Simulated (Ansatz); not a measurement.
`Cl[SiH2][GeH3]`, charge 0, multiplicity 1.

Problem. Give a relaxed structure at PBE0-D4/def2-TZVP (Ansatz 0.2.0). (An estimate is asked.)

Solution. The calculation gave: 
```xyz
8

Cl    0.2648    0.6140    2.5382
Si   -0.5515    0.7952    0.6529
Ge    0.4856   -0.7777   -0.7970
H    -2.0110    0.5515    0.7661
H    -0.3271    2.1888    0.1945
H     1.9954   -0.5055   -0.8724
H    -0.1136   -0.6627   -2.2092
H     0.2574   -2.2035   -0.2732
```
Point group Cs.
